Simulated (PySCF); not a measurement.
Assigning NMR signals

Geometry (Å), atoms numbered from 1 in this order:
```xyz
19

C    -2.330    0.882    0.396
C    -1.057    0.442   -0.324
C    -1.052   -1.066   -0.575
Si    0.591   -1.649   -1.337
O     1.740   -0.953   -0.422
Si    1.451    0.168    0.734
P     3.002    1.742    0.532
O     0.041    0.895    0.444
H    -3.205    0.630   -0.198
H    -2.308    1.956    0.562
H    -2.397    0.385    1.361
H    -0.994    0.962   -1.291
H    -1.208   -1.571    0.381
H    -1.908   -1.300   -1.207
H     0.783   -3.084   -1.173
H     0.764   -1.137   -2.693
H     1.374   -0.606    1.976
H     4.009    0.975    1.087
H     2.695    2.339    1.740
```

PySCF 2.14.0 with density-fitted response routines calculation with structure optimised with GFN2-xTB and NMR shieldings at PBE0/pcSseg-1/GIAO; a single conformation, one averaged value for each set of equivalent atoms, no relativistic terms, in vacuum.

Shifts are taken against calculated references (same method and geometry level): 13C (σref 186.93) and 1H (σref 31.72) vs TMS.

**Question.** Assign these signals to the numbered atoms. 13C{1H} NMR (computed): δ 72.4 (CH), 31.9 (CH3), 26.3 (CH2).

**Answer.** 
```tsv
δ (ppm)	atoms	environment	reason
72.4	C2	sp3 CH bonded to O	pulled downfield by the heteroatom
31.9	C1	methyl carbon	aliphatic region, no heteroatom directly attached
26.3	C3	sp3 CH2 bonded to Si	–
```

**Question.** Assign these signals to the numbered atoms. 1H NMR (600 MHz, computed): δ 5.97 (m, 1H), 5.38 (m, 1H), 5.29 (m, 1H), 4.66 (m, 1H), 1.41 (d, 3H), 1.25 (m, 1H), 0.90 (m, 2H), 0.59 (m, 1H).

**Answer.** 
5.97 → H17, hydrogen on a silicon bonded to 2 O, P, in a 6-membered ring
5.38 → H16, hydrogen on a silicon bonded to C, O, in a 6-membered ring
5.29 → H15, hydrogen on a silicon bonded to C, O, in a 6-membered ring
4.66 → H12, hydrogen on an sp3 CH bonded to O: its carbon carries O, an electronegative neighbour
1.41 → H9/H10/H11, hydrogen on a methyl carbon
1.25 → H13, hydrogen on an sp3 CH2 bonded to Si
0.90 → H18/H19, hydrogen on a phosphorus bonded to Si
0.59 → H14, hydrogen on an sp3 CH2 bonded to Si: an electropositive neighbour shields it, as in TMS itself

H16 and H15 lie closer than the usual error of such a calculation, so a measured spectrum could show them in the other order.

Splittings by 31P in the carbon and heteronuclear signals aren't shown, as no couplings were computed. Shifts are as computed. Against solution values, carbons near 30 ppm lie about +3 ppm off and those near 130 ppm about +5 ppm. Of 1211 compounds with measured shifts, 218 miss one by over three times the rms of a fit or turn the order of signals round; such compounds aren't used in these exercises. No couplings were computed; multiplicities are counted from neighbouring protons, with m where these are inequivalent, close in shift, in a saturated or five-membered ring or joined by F or P, and br s for small geminal =CH2 splittings.
